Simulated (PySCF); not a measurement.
# C₆ coefficients of unlike pairs at UHF

Calculated with PySCF 2.14 from the dipole response of each species, C₆(A,B) = (3/π) ∫ α_A(iu) α_B(iu) du, in atomic units, from isotropic polarisabilities. For ions this is the dispersion term alone; charge-induced terms of lower order in 1/R come first.

```csv
species,configuration,basis,relativity,α (bohr³),C₆ (like pair)
As,[Ar] 3d10 4s2 4p3 (4S),aug-cc-pVTZ-DK (7s6p4d2f),spin-free X2C,30.24,256.1
P²⁺,[Ne] 3s2 3p1 (2P),aug-cc-pV(Q+d)Z (7s6p5d3f2g),none,9.586,35.18
Mn,[Ar] 3d5 4s2 (6S),aug-cc-pVQZ (9s8p6d4f3g2h),none,106.2,1057
I,[Kr] 4d10 5s2 5p5 (2P),aug-cc-pVDZ-PP with ECP28MDF (5s4p3d),core potential,30.22,321.2
```

Problem. Estimate C₆ for P²⁺ with As.

Solution. The integral gives 94.00. The combination rule 2 C_A C_B / (C_A α_B/α_A + C_B α_A/α_B) gives 93.78 and the geometric mean 94.93.

No spin-orbit coupling is included.

The other pairs:

```json
{"pair": "I, As", "C₆": "285.3"}
{"pair": "Mn, As", "C₆": "472.7"}
{"pair": "I, Mn", "C₆": "505.8"}
{"pair": "Mn, P²⁺", "C₆": "164.4"}
{"pair": "I, P²⁺", "C₆": "106.2"}
```
